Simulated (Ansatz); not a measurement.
Consider the formal exchange of groups at the Si–Si bond: `C[SiH](C)[SiH2]F` + `C#N` → `C[SiH](C)C#N` + `F[SiH3]`.

Gas-phase electronic energies from Ansatz, PBE0-D4/def2-TZVP geometries. CBS: MP2 limit from def2 TZ/QZ plus the TZ coupled-cluster correction, frozen cores. This one scheme is used for every species. Functionals use def2-TZVPP. HSE06 is defined as in plane-wave codes. One conformer a species, not always the lowest.

CCSD(T)/CBS gives -15.0 kcal/mol.

(1) Another level gave -14.2 kcal/mol. Which?
A. B97M-V/def2-TZVPP
B. CCSD(T)/def2-TZVPP
C. PBE-D4/def2-TZVPP
D. HSE06-D4/def2-TZVPP

Largest T1 diagnostic among the species: 0.014.

Answers

(1) A. B97M-V -14.2, HSE06-D4 -12.4, CCSD(T)/def2-TZVPP -15.4, PBE-D4 -11.1 kcal/mol.

From BLYP to BHLYP (50 % exact exchange), in def2-TZVPP and without D4, ΔE moves by −2.3 kcal/mol. In def2-TZVPP, CCSD(T) changes the Hartree–Fock value by +4.0 kcal/mol (the triples alone add +0.3 kcal/mol) and MP2 by +2.1 kcal/mol.
